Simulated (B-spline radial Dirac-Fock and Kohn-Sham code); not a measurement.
**Successive ionisation energies of nitrogen: Dirac-Fock against NIST**

Calculated with a radial finite-basis atomic code, using ΔSCF Dirac-Fock with Breit, self-energy and vacuum polarisation, finite nucleus, configuration average. Each value is the difference of the configuration-average energies of two neighbouring ions in their tabulated ground configurations. Correlation and solid-state effects are left out. NIST's values refer to the lowest levels; many for high charge states are themselves semi-empirical or theoretical. Where a p, d or f shell is open in either ion the computed value averages over both j values and all terms, while the table refers to the lowest levels; that difference holds spin-orbit splitting (largest in heavy or highly charged ions), term energies where several electrons share open shells, and correlation, and it can reach 10 % or more.

```csv
ion,configuration,computed (eV),NIST (eV),kind,NIST − computed (eV)
N,[He] 2s2 2p3,12.20,14.53413,measured,+2.33
N⁺,[He] 2s2 2p2,28.07,29.60125,semi-empirical,+1.54
N²⁺,[He] 2s2 2p1,47.16,47.4453,semi-empirical,+0.28
N³⁺,[He] 2s2,75.02,77.4735,measured,+2.45
N⁴⁺,[He] 2s1,97.76,97.8901,measured,+0.13
N⁵⁺,1s2,550.8,552.0674,theoretical,+1.23
N⁶⁺,1s1,667.1,667.0461,theoretical,-0.03
```

Question: Where in this range is the largest relative jump, and why?

Answer: From N⁴⁺ (97.76 eV) to N⁵⁺ (550.8 eV), a factor of 5.63. The configuration goes from [He] 2s1 to 1s2, so the next electron comes out of a deeper subshell.
